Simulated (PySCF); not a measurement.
Species: C₅H₃FOS.
Atom-mapped SMILES: `[O:1]=[C:2]([F:3])[c:4]1[cH:5][cH:6][cH:7][s:8]1` (hydrogens: H9 on C5; H10 on C6; H11 on C7)

The same species was optimised twice, with GFN2-xTB and with PBE0-D3(BJ)/def2-SVP (PySCF), and the same property calculations (PySCF, gas phase) were run on both structures.

| coordinate | GFN2-xTB | PBE0-D3(BJ)/def2-SVP | change |
| --- | --- | --- | --- |
| C2–F3 (Å) | 1.374 | 1.343 | -0.031 |
| C2–C4 (Å) | 1.439 | 1.457 | +0.018 |
| C5–C6 (Å) | 1.400 | 1.414 | +0.014 |
| C6–C7 (Å) | 1.366 | 1.376 | +0.010 |
| C4–S8 (Å) | 1.734 | 1.725 | -0.009 |
| C4–C5 (Å) | 1.377 | 1.380 | +0.003 |
| O1=C2 (Å) | 1.185 | 1.187 | +0.002 |
| C7–S8 (Å) | 1.708 | 1.707 | -0.001 |
| O1–C2–C4 (°) | 130.1 | 127.7 | -2.4 |
| O1–C2–F3 (°) | 119.2 | 121.1 | +1.9 |
| C4–S8–C7 (°) | 90.6 | 91.3 | +0.7 |
| F3–C2–C4 (°) | 110.8 | 111.2 | +0.4 |
| C6–C7–S8 (°) | 113.0 | 112.6 | -0.4 |
| C5–C6–C7 (°) | 112.4 | 112.1 | -0.3 |
| C2–C4–S8 (°) | 119.7 | 119.5 | -0.2 |
| C4–C5–C6 (°) | 112.4 | 112.2 | -0.2 |
| O1–C2–C4–C5 (°) | 180 | 179 | -1 |

Rotational constants: A = 3689, B = 1410, C = 1020 MHz (GFN2-xTB) against A = 3703, B = 1408, C = 1020 MHz (PBE0-D3(BJ)/def2-SVP). Point groups within 0.08 Å: Cs and Cs.

On the GFN2-xTB structure: HOMO (eV) -7.83 [PBE0/pcSseg-1]; LUMO (eV) -2.22 [PBE0/pcSseg-1]; dipole (D) 4.49 [PBE0/pcSseg-1]; GIAO shielding of O1 (ppm) -86.6 [PBE0/pcSseg-1]; GIAO shielding of C2 (ppm) 27.0 [PBE0/pcSseg-1]; GIAO shielding of F3 (ppm) 145.7 [PBE0/pcSseg-1]; GIAO shielding of C4 (ppm) 49.0 [PBE0/pcSseg-1]; GIAO shielding of C5 (ppm) 43.1 [PBE0/pcSseg-1]; GIAO shielding of C6 (ppm) 54.4 [PBE0/pcSseg-1]; GIAO shielding of C7 (ppm) 39.1 [PBE0/pcSseg-1]; GIAO shielding of S8 (ppm) 245.3 [PBE0/pcSseg-1].

Q: What do these properties become on the PBE0-D3(BJ)/def2-SVP structure?

A: 
```
                                    property          level  on GFN2-xTB  on PBE0-D3(BJ)/def2-SVP  change
                                   HOMO (eV)  PBE0/pcSseg-1        -7.83                    -7.77   +0.06
                                   LUMO (eV)  PBE0/pcSseg-1        -2.22                    -2.13   +0.09
                                  dipole (D)  PBE0/pcSseg-1         4.49                     4.24   -0.25
energy, GFN2-xTB geometry as zero (kcal/mol)  PBE0/pcSseg-1          0.0                     -0.4    -0.4
                  GIAO shielding of O1 (ppm)  PBE0/pcSseg-1        -86.6                    -85.9    +0.7
                  GIAO shielding of C2 (ppm)  PBE0/pcSseg-1         27.0                     26.8    -0.2
                  GIAO shielding of F3 (ppm)  PBE0/pcSseg-1        145.7                    158.9   +13.2
                  GIAO shielding of C4 (ppm)  PBE0/pcSseg-1         49.0                     47.4    -1.6
                  GIAO shielding of C5 (ppm)  PBE0/pcSseg-1         43.1                     43.2    +0.1
                  GIAO shielding of C6 (ppm)  PBE0/pcSseg-1         54.4                     51.8    -2.6
                  GIAO shielding of C7 (ppm)  PBE0/pcSseg-1         39.1                     38.9    -0.2
                  GIAO shielding of S8 (ppm)  PBE0/pcSseg-1        245.3                    248.3    +3.1
```

The heavy atoms differ by 0.018 Å rms after alignment. Among bonds between heavy atoms C2–F3 changes most (-0.031 Å). Changes are differences of the printed values. Neither structure is proved a minimum here.

Conformer computed: `[O:1]=[C:2]([F:3])[c:4]1[cH:5][cH:6][cH:7][s:8]1`: O1–C2–C4–C5 179°.
